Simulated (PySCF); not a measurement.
# Germanium: a sound run and one with changed settings

Sound run: Ge [Ar] 3d10 4s2 4p2, Ge⁺ [Ar] 3d10 4s2 4p1. Computed with PySCF 2.14 in x2c-TZVPall (6s5p4d1f, 48 functions), with the spin-free X2C one-electron Hamiltonian (Gaussian nucleus). In the sound run the correlated levels freeze [Ar] 3d10. The sound run starts from symmetry-adapted Hartree-Fock orbitals and uses a fine grid where one is needed.

Changed run: basis STO-3G, all-electron and non-relativistic. This setting is unsound on purpose.

```json
{"species": "Ge", "method": "UHF", "sound run (hartree)": "-2097.04821", "changed run (hartree)": "-2051.63626", "converged": "yes"}
{"species": "Ge", "method": "M06-L", "sound run (hartree)": "-2098.63153", "changed run (hartree)": "-2052.89230", "converged": "yes"}
{"species": "Ge", "method": "PBE", "sound run (hartree)": "-2098.42325", "changed run (hartree)": "-2052.44687", "converged": "yes"}
{"species": "Ge", "method": "MP2", "sound run (hartree)": "-2097.09748", "changed run (hartree)": "-2051.64352", "converged": "yes"}
{"species": "Ge", "method": "CCSD(T)", "sound run (hartree)": "-2097.11368", "changed run (hartree)": "-2051.64939", "converged": "yes"}
{"species": "Ge⁺", "method": "UHF", "sound run (hartree)": "-2096.77574", "changed run (hartree)": "-2051.47666", "converged": "yes"}
{"species": "Ge⁺", "method": "M06-L", "sound run (hartree)": "-2098.35007", "changed run (hartree)": "-2052.70443", "converged": "yes"}
{"species": "Ge⁺", "method": "PBE", "sound run (hartree)": "-2098.13357", "changed run (hartree)": "-2052.26531", "converged": "yes"}
{"species": "Ge⁺", "method": "MP2", "sound run (hartree)": "-2096.81237", "changed run (hartree)": "-2051.49165", "converged": "yes"}
{"species": "Ge⁺", "method": "CCSD(T)", "sound run (hartree)": "-2096.82651", "changed run (hartree)": "-2051.50273", "converged": "yes"}
```

Ionisation energy of Ge:

| method | sound run (eV) | changed run (eV) |
| --- | --- | --- |
| UHF | 7.414 | 4.343 |
| M06-L | 7.659 | 5.112 |
| PBE | 7.882 | 4.940 |
| MP2 | 7.758 | 4.133 |
| SCS-MP2 | 7.684 | 4.091 |
| CCSD | 7.788 | 3.991 |
| CCSD(T) | 7.814 | 3.991 |

A minimal basis cannot let orbitals breathe on ionisation and holds almost no correlation. The Hamiltonian changed with the basis, so the totals do not compare.

For comparison, NIST gives 7.899 eV between the lowest levels.
